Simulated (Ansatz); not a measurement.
Reaction (formal exchange of groups at a Ge–C bond): `[CH3][GeH3]` + `CB(O)[SeH]` → `C[B]([GeH3])[SeH]` + CH₃OH

Gas-phase electronic energies from Ansatz, PBE0-D4/def2-TZVP geometries. CCSD(T)/CBS is the MP2 limit (def2-TZVPP, def2-QZVPP) plus CCSD(T) − MP2 in def2-TZVPP, frozen cores. This one scheme is used for every species. For Ge, Se outer-core shells are correlated without core-valence functions, which leaves a few kJ/mol of doubt a bond. Scalar relativity is left out up to krypton. One conformer a species, not always the lowest.

```json
{"level": "SCS-MP2/def2-QZVPP", "ΔE (eV)": "2.19"}
{"level": "CCSD/CBS(def2)", "ΔE (eV)": "2.14"}
```

Task: What does CCSD(T)/CBS give? (Best estimate.)

Result: The calculation gave: +2.12 eV. The listed levels differ from it by 0.07, 0.02 eV.

Largest T1 diagnostic among the species: 0.012.

In def2-TZVPP, CCSD(T) changes the Hartree–Fock value by −0.11 eV (the triples alone add −0.02 eV) and MP2 by −0.03 eV. From PBE to PBE0 (25 % exact exchange), in def2-TZVPP and without D4, ΔE moves by +0.06 eV.
